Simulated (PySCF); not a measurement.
**Assigning NMR signals**

Atoms are numbered as in `[F:1][c:2]1[cH:3][cH:4][c:5]([Br:6])[cH:7][cH:8]1` (H(Xn): hydrogen on atom n).

A single conformation, relativity neglected, no solvent, equivalent nuclei averaged. Geometry from PBE0-D3(BJ)/def2-SVP; spin–spin couplings from B3LYP/pcJ-1 (pcSseg-1 on Br) (spin–dipole term only in couplings to heteroatoms); σ from GIAO-PBE0/pcSseg-1; PySCF.

Shifts are taken against calculated references (same method and geometry level): TMS for ¹³C (σref 184.41), ¹H (σref 31.27).

Question: Assign these signals to the numbered atoms. ¹³C{¹H} NMR (computed): δ 169.3 (C, d, J = 316.5 Hz), 139.5 (CH, d, J = 5.0 Hz), 136.2 (C), 121.9 (CH, d, J = 20.3 Hz).

Answer: 
169.3 → C2, aromatic carbon bearing fluorine: an ipso carbon deshielded by its heteroatom
139.5 → C4/C7, aromatic CH: the aromatic region
136.2 → C5, aromatic carbon bearing bromine
121.9 → C3/C8, aromatic CH

Question: Assign these signals to the numbered atoms. ¹H NMR (400 MHz, computed): δ 7.53 (dd, J = 10.1, 4.5 Hz, 2H), 7.09 (dd, J = 10.1, 8.3 Hz, 2H).

Answer: 
7.53 → H(C4)/H(C7), hydrogen on an aromatic CH: ring-current deshielding
7.09 → H(C3)/H(C8), hydrogen on an aromatic CH

Spin–orbit coupling is missing: it shields a carbon bonded to bromine, so the measured shift of such a carbon is lower than the computed one. C–F couplings over four or more bonds (about 3 Hz to the para carbon of a fluoroarene) are left out. Common functionals overestimate the size of one-bond C–F couplings by tens of Hz; these are unscaled. Multiplet labels drop couplings under 1 Hz and merge nearly equal ones. Couplings among chemically equivalent protons are left out too, so labels in AA′BB′ or AA′XX′ sets are apparent multiplicities. Unscaled 3J(H,H) at this level run about 10 % above measured values. Shifts are as computed. Against solution values, carbons near 30 ppm lie about +2 ppm off and those near 130 ppm about +5 ppm; carbons on Br a further +13 ppm. Of 1211 compounds with measured shifts, 218 miss one by over three times the rms of a fit or turn the order of signals round; such compounds aren't used in these exercises.
